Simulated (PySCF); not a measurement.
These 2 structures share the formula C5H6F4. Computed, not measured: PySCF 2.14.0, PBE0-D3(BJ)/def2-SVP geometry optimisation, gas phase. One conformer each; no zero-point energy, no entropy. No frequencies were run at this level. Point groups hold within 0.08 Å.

Task: Order them by energy at this level, lowest first, and give relative energies in kcal/mol.
A. `[CH2:1]=[C:2]([CH2:3][F:4])[CH2:5][C:6]([F:7])([F:8])[F:9]` with C1–C2–C3–F4 -132°, C1–C2–C5–C6 -92°
B. `C[C@@H]1C[C@]1(F)C(F)(F)F`

Result: A (0.0), B (2.5).

As drawn, the lower has a C=C bond outside aromatic rings, which the higher lacks; the higher has a three-membered ring, which the lower lacks. Neighbours under 2.5 kcal/mol apart (C=C(CF)CC(F)(F)F and C[C@@H]1C[C@]1(F)C(F)(F)F) can change places with a better method, another conformer or zero-point energy.

```json
{"SMILES": "C=C(CF)CC(F)(F)F", "E (Eh)": "-592.46187", "E rel (kcal/mol)": "0.0", "dipole (D)": "1.94", "point group": "C1", "A, B, C (MHz)": "2465, 1104, 921.5"}
{"SMILES": "C[C@@H]1C[C@]1(F)C(F)(F)F", "E (Eh)": "-592.45793", "E rel (kcal/mol)": "2.5", "dipole (D)": "2.49", "point group": "C1", "A, B, C (MHz)": "2192, 1541, 1255"}
```

Task: As an exercise, what shares would exp(−E/RT) give at 2000 K from these electronic energies alone (no entropy, no degeneracies)?

Result: RT = 3.974 kcal/mol: C=C(CF)CC(F)(F)F 65.1 %, C[C@@H]1C[C@]1(F)C(F)(F)F 34.9 %.
